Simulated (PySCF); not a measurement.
All values below come from CAM-B3LYP-D3(BJ)/def2-TZVP // CAM-B3LYP-D3(BJ)/def2-SVP (PySCF 2.14.0). All species are isolated molecules in the gas phase. One relaxed conformer stands for a flexible species; it need not be the lowest. Excitations are Tamm–Dancoff values on a coarser integration grid. The basis has no diffuse functions, so Rydberg states are missing or too high.

Reference species (SMILES): `[I][In]([I])[I]` (neutral, multiplicity 1).

```
Item                Value
---------------  --------
S1–T1 gap (TDA)   0.34 eV
LUMO             -2.26 eV
```

Changed species: `[CH2](C)[In]([I])[CH2]C` (C–C–In–I torsion 0°, I–In–C–C torsion 178°) (1 of 3 C2H5 replaced by I; the reference has 3 of 3 C2H5 replaced by I).

What does the change do to the S1–T1 gap (TDA) and LUMO?

the S1–T1 gap (TDA) drops by 0.17 eV, to 0.17 eV; the LUMO rises by 1.70 eV, to -0.56 eV.
